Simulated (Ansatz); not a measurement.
## F3H2HfN: where a starting geometry ends

The starting geometry of this gas-phase triplet was optimised with GFN2-xTB.

```xyz
7

F     2.2908   -1.3020   -0.6937
F    -0.3652   -0.6263   -1.8612
F     0.2028   -0.8627    1.4162
Hf    0.7004   -0.4475   -0.3718
N    -0.6055    1.0771    0.2894
H    -1.5293    0.7804   -0.0385
H    -0.6941    1.3811    1.2596
```

Where would you expect an optimisation with PBE0-D4/def2-SVP to take it?

A bond breaks, giving a structure given below by its coordinates. Distances that change by over a tenth: Hf4–N5 (2.11 → 2.40 Å). Contacts that open: Hf4–H6 (2.57 → 3.08 Å).

The energy falls by 0.91 eV over 18 steps:

```tsv
step	E − E(last) (eV)
1	0.911
3	0.080
5	0.012
7	0.005
9	0.003
10	0.001
12	0.000
14	0.000
16	0.000
18	0.000
```

Final geometry (Å):

```xyz
7

F     2.5293   -1.3108   -0.6970
F    -0.2259   -0.3554   -1.9362
F     0.2020   -1.3309    1.4531
Hf    0.7447   -0.7281   -0.3040
N    -0.8021    0.9718    0.3810
H    -1.8158    0.8037    0.4586
H    -0.6323    1.9496    0.6445
```

Frequencies at the end are all real (lowest 72 cm⁻¹). Open shells are spin-unrestricted. The triplet needn't be the ground state. Atoms past krypton carry core potentials, without spin–orbit terms. Run with Ansatz 0.2.0, 85 s on 2 threads of Arm Neoverse V2 (shared host).
